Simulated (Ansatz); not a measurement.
Sr3S4, relaxed as a singlet with RKS PBE-D4/def2-SVP in Ansatz, starting from the GFN1-xTB geometry. Force threshold 0.02 eV/Å.

In the def2 sets Sr takes a core potential; there is no spin–orbit coupling. Another isomer (singlet) lies 0.30 eV lower at PBE0-D4/def2-TZVP; other spin states weren't run for this one.

Start:

```xyz
7

Sr   -1.3820    0.1804    0.7498
Sr    1.1581    2.4335   -0.7454
Sr    0.7367   -2.6819   -0.2850
S     0.5212   -0.1810   -1.5229
S     1.5720   -0.0922    0.3833
S    -1.0878    2.7983    0.4714
S    -1.5182   -2.4572    0.9489
```

| step | energy (eV) | largest force component (eV/Å) | SCF passes |
| --- | --- | --- | --- |
| 1 | -45826.0055 | 0.765 | 20 |
| 2 | -45826.2101 | 0.503 | 24 |
| 3 | -45826.2999 | 0.068 | 19 |
| 4 | -45826.3049 | 0.057 | 19 |
| 5 (rejected) | -45826.3036 | 0.104 | 19 |
| 6 | -45826.3055 | 0.002 | 20 |

Force components are those of the run's own axes.

End:

Cartesian coordinates in Å:
```
Sr -1.403 0.184 0.763
Sr 1.141 2.554 -0.744
Sr 0.703 -2.796 -0.260
S 0.596 -0.192 -1.579
S 1.659 -0.104 0.352
S -1.120 2.956 0.482
S -1.576 -2.603 0.985
```

By distances, no bond broke or formed. The bond that changes most is Sr1–S7, from 2.65 to 2.80 Å (atoms count from 1).

No frequencies were taken in this run, so the end may be a saddle point.

Hardware: 4 threads of INTEL XEON PLATINUM 8581C on a shared host. Wall time 9 s.
